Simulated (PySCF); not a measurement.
**NMR data sheet: C₆H₁₀O₂Si₂**

```
Formula                               : C6H10O2Si2
SMILES                                : [SiH3]O[SiH2]Oc1ccccc1
InChI                                 : InChI=1S/C6H10O2Si2/c9-8-10-7-6-4-2-1-3-5-6/h1-5H,10H2,9H3
Point group of the computed structure : C1
Degrees of unsaturation               : 4
Carbon signals                        : 4
Proton signals                        : 5
```

Mapped SMILES: `[SiH3:1][O:2][SiH2:3][O:4][c:5]1[cH:6][cH:7][cH:8][cH:9][cH:10]1`. Each H is labelled by its parent atom.

Theoretical values (PySCF): σ from GIAO-HF/pcSseg-1, geometry: PBE0-D3(BJ)/def2-SVP. Non-relativistic, no solvent model, one averaged value for each set of equivalent atoms, a single conformation.

δ = σ(ref) − σ, references computed at the same level: TMS for 1H (σ = 31.69 ppm) and 13C (σ = 190.85 ppm) and 29Si (σ = 393.43 ppm); H2O for 17O (σ = 333.31 ppm).

| carbon | δC, type | δH (multiplicity) | HMBC from (2–3 bonds) | span of the C tensor (ppm) |
| --- | --- | --- | --- | --- |
| C5 | 162.5, C | – | H(C7)/H(C9), H(C6)/H(C10), H(Si3) | 218 |
| C6/C10 | 122.6, CH | 6.98 (d) | H(C7)/H(C9), H(C8), H(C6)/H(C10) | 199 |
| C7/C9 | 139.8, CH | 7.57 (m) | H(C7)/H(C9), H(C8), H(C6)/H(C10) | 253 |
| C8 | 126.7, CH | 7.11 (t) | H(C7)/H(C9), H(C6)/H(C10) | 236 |

Other nuclei:
| atoms | nucleus | environment | δ (ppm) | σ (ppm) |
| --- | --- | --- | --- | --- |
| H(Si3) | 1H | hydrogen on a silicon bonded to 2 O | 4.63 | 27.06 |
| H(Si1) | 1H | hydrogen on a silicon bonded to O | 4.60 | 27.08 |
| Si3 | 29Si | silicon bonded to 2 O, 2 H | -41.9 | 435.3 |
| Si1 | 29Si | silicon bonded to O, 3 H | -42.8 | 436.2 |
| O4 | 17O | oxygen bonded to C, Si | 85.9 | 247.4 |
| O2 | 17O | oxygen bonded to 2 Si | 7.7 | 325.6 |

1. Carbon types of the structure: 1 × C, 5 × CH, leaving 5 H on heteroatoms.
2. δC 162.5: aromatic carbon bearing oxygen; σ withdrawal by the attached heteroatom moves it downfield of the ring CH carbons.
3. δC 139.8, 126.7, 122.6: aromatic CH.
4. δH 7.57, 7.11, 6.98: hydrogen on an aromatic CH.
5. δH 4.63: hydrogen on a silicon bonded to 2 O.
6. δH 4.60: hydrogen on a silicon bonded to O.

Shifts are as computed. Against solution values, carbons near 30 ppm lie about -0 ppm off and those near 130 ppm about +7 ppm. Of 1313 compounds with measured shifts, 239 miss one by over three times the rms of a fit or turn the order of signals round; such compounds aren't used in these exercises. Experimental scales use liquid or dissolved standards, which lie at an offset from isolated H2O (liquid H2O: subtract about 36 ppm). Multiplicities follow the n + 1 count of equivalent neighbours, as no J values were calculated; m marks all less simple cases, F and P coupling included.
